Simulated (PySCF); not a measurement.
**How methods differ on the ionisation energy of Cl⁺**

Cl⁺ [Ne] 3s2 3p4 (3P) → Cl²⁺ [Ne] 3s2 3p3 (4S), as a difference of total energies. All numbers are calculated (PySCF 2.14, scalar relativity by spin-free X2C-1e, in ANO-RCC-VTZP (5s4p2d1f, 34 functions)). Correlated levels: valence and next inner shell: 1s2 frozen. The calculations carry no spin-orbit coupling.

| method | ionisation energy (eV) |
| --- | --- |
| UHF | 22.606 |
| MP2 (valence and next inner shell) | 23.368 |
| SCS-MP2 (valence and next inner shell) | 23.445 |
| CCSD (valence and next inner shell) | 23.487 |
| CCSD(T) (valence and next inner shell) | 23.517 |

How much does correlation contribute at CCSD(T) (valence and next inner shell)?

23.517 − (22.606) = 0.911 eV, measured against UHF.

A first-order spin-orbit estimate (lowest level to lowest level, LS coupling) adds 0.040 eV.

Errors of the correlated levels include the incompleteness of this basis and the frozen core.

For comparison: 23.814 eV (measured; NIST Atomic Spectra Database, ionization energies).
